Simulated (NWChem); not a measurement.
System: C₄H₆Si; SMILES C#C/C=C/[SiH3]

NWChem input:

```
start job
memory heap 200 mb stack 900 mb global 1100 mb
geometry units angstroms noautosym nocenter noautoz
  C      0.145907    -3.234536     0.000000
  C     -0.107554    -2.046846     0.000000
  C     -0.435516    -0.661630     0.000000
  C      0.466759     0.341118     0.000000
  Si    -0.007335     2.148946     0.000000
  H      0.377563    -4.283806     0.000000
  H     -1.509759    -0.432425     0.000000
  H      1.528951     0.065363     0.000000
  H     -1.497772     2.259508     0.000000
  H      0.542608     2.839364     1.207684
  H      0.542608     2.839364    -1.207684
end
basis spherical
  * library def2-svp
end
dft
  xc pbe0
  iterations 150
end
cosmo
  do_cosmo_smd true
  solvent water
end
task dft energy
```

Geometry: optimised at PBE0/def2-SVP. Solvent: water.

Level: PBE0/def2-SVP with SMD (1 M gas to 1 M solution), gas-phase geometry. Reactions with the solvent are ignored.

Question: What results follow from this input? (PBE0/def2-SVP, SMD on the gas-phase geometry.) Quantities: solvation free energy (kcal/mol); cavity-dispersion-structure term (kcal/mol); dipole in solution (D).

Answer: 
```
Property                                     Value
-------------------------------------------  -----
solvation free energy (kcal/mol)               1.5
cavity-dispersion-structure term (kcal/mol)    5.4
dipole in solution (D)                        0.39
```
